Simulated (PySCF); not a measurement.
Predicted microwave data (CAM-B3LYP/def2-SVPD in PySCF (dipole) on a GFN2-xTB geometry, gas phase) for one isomer of C4H8N2Si2:

```
Rotational constants : A = 2845, B = 1271, C = 901.1 MHz
Dipole components    : |μa| = 4.14 D, |μb| = 0.25 D, |μc| = 0.00 D
Inertial defect      : -14.38 u·Å²
κ                    : -0.62
```

Question: Which candidate fits, each taken in the one conformer that was computed?
A. `[CH2:1]=[C:2]1[CH2:3][SiH2:4][NH:5][Si@@H:6]1[C:7]#[N:8]` with C1–C2–C3–Si4 147°, C2–C3–Si4–N5 25°, C3–Si4–N5–Si6 -13°, Si4–N5–Si6–C7 115°
B. `[CH2:1]=[CH:2][C@@H:3]1[SiH2:4][NH:5][Si@H:6]1[C:7]#[N:8]` with C1–C2–C3–Si4 -130°
C. `[CH2:1]=[N:2][SiH2:3][SiH2:4]/[CH:5]=[CH:6]\[C:7]#[N:8]` with C1–N2–Si3–Si4 109°, N2–Si3–Si4–C5 -3°, Si3–Si4–C5–C6 -63°
D. `C1=NC=C2C[SiH2][SiH2]N12`
E. `[CH2:1]=[N:2][C@H:3]1[SiH2:4][C@@H:5]([C:6]#[N:7])[SiH2:8]1` with C1–N2–C3–Si4 129°, N2–C3–Si4–C5 128°, C3–Si4–C5–C6 -132°, Si4–C5–Si8–C3 12°, N2–C3–Si8–C5 -128°
F. `CC1=C[SiH2]N[Si@H]1C#N`

Answer: D. It is c1ncn2c1C[SiH2][SiH2]2, an asymmetric top, point group Cs. The candidates at the same level (rigid rotor, commonest isotopes):

```json
{"SMILES": "c1ncn2c1C[SiH2][SiH2]2", "A (MHz)": "2845", "B (MHz)": "1271", "C (MHz)": "901.1", "μa (D)": "4.14", "μb (D)": "0.25", "μc (D)": "0.00", "Δ (u·Å²)": "-14.38", "point group": "Cs", "rotor": "asymmetric top"}
{"SMILES": "C=C1C[SiH2]N[Si@@H]1C#N", "A (MHz)": "1981", "B (MHz)": "1172", "C (MHz)": "881.7", "μa (D)": "3.59", "μb (D)": "0.54", "μc (D)": "1.61", "Δ (u·Å²)": "-113.11", "point group": "C1", "rotor": "asymmetric top"}
{"SMILES": "C=C[C@@H]1[SiH2]N[Si@H]1C#N", "A (MHz)": "1857", "B (MHz)": "1083", "C (MHz)": "781.5", "μa (D)": "2.83", "μb (D)": "2.09", "μc (D)": "1.46", "Δ (u·Å²)": "-92.21", "point group": "C1", "rotor": "asymmetric top"}
{"SMILES": "CC1=C[SiH2]N[Si@H]1C#N", "A (MHz)": "1978", "B (MHz)": "1182", "C (MHz)": "850.3", "μa (D)": "3.29", "μb (D)": "0.94", "μc (D)": "1.70", "Δ (u·Å²)": "-88.93", "point group": "C1", "rotor": "asymmetric top"}
{"SMILES": "C=N[SiH2][SiH2]/C=C\\C#N", "A (MHz)": "1594", "B (MHz)": "1358", "C (MHz)": "944.3", "μa (D)": "0.32", "μb (D)": "0.90", "μc (D)": "2.20", "Δ (u·Å²)": "-154.12", "point group": "C1", "rotor": "asymmetric top"}
{"SMILES": "C=N[C@H]1[SiH2][C@@H](C#N)[SiH2]1", "A (MHz)": "2848", "B (MHz)": "888.4", "C (MHz)": "781.1", "μa (D)": "4.62", "μb (D)": "0.00", "μc (D)": "3.62", "Δ (u·Å²)": "-99.35", "point group": "Cs", "rotor": "asymmetric top"}
```

`CC1=C[SiH2]N[Si@H]1C#N` has A 30 % too low; `C=N[C@H]1[SiH2][C@@H](C#N)[SiH2]1` has B 30 % too low; `C=N[SiH2][SiH2]/C=C\C#N` has A 44 % too low; `C=C[C@@H]1[SiH2]N[Si@H]1C#N` has A 35 % too low; `C=C1C[SiH2]N[Si@@H]1C#N` has A 30 % too low. In the right answer the mirror of this Cs structure is the ab plane, so μc vanishes by symmetry. No structure here is proved a minimum.
